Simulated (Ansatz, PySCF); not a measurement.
Stretching the Al1–H2 bond in AlF2H (SMILES [F][AlH][F]) (multiplicity 1 held, fragments rigid). Energies count from the point at 1.553 Å.
Geometry at that point (charge 0, multiplicity 1):
```xyz
4

Al    -0.29736    -0.20001    -0.23453
H     -1.37592    -0.92547    -1.08523
F     -0.21998     1.44164    -0.18461
F      0.80237    -1.04991     0.64396
```

Unrestricted levels (U-) break spin symmetry where that is lower. Active spaces are followed from a long bond inwards. Levels need not reach the same state.

Correlated levels freeze the cores. Rows in 6-31G* carry no dispersion term and start afresh at each structure (6-31G* with six Cartesian d functions).

Codes used: Ansatz (a quantum-chemistry and plane-wave program); PySCF for 6-31G* rows. Each number belongs to the level named beside it.

Q: Estimate the energy at R = 4.971 Å that FIC-MRCISD+Q on CASSCF(2,2)/cc-pV(T+d)Z returns for this input.

A: 88.6 kcal/mol

Q: What is the computed energy at R = 4.971 Å (R-HF/6-31G*)?

A: 173.9 kcal/mol

Q: Predict the energy at R = 4.971 Å from U-PBE/cc-pV(T+d)Z.

A: 83.0 kcal/mol

Doubts at one or more of the structures used: a restricted determinant that unrestricted orbitals would lower (R-HF/6-31G*); a spin-contaminated determinant (U-PBE/cc-pV(T+d)Z).
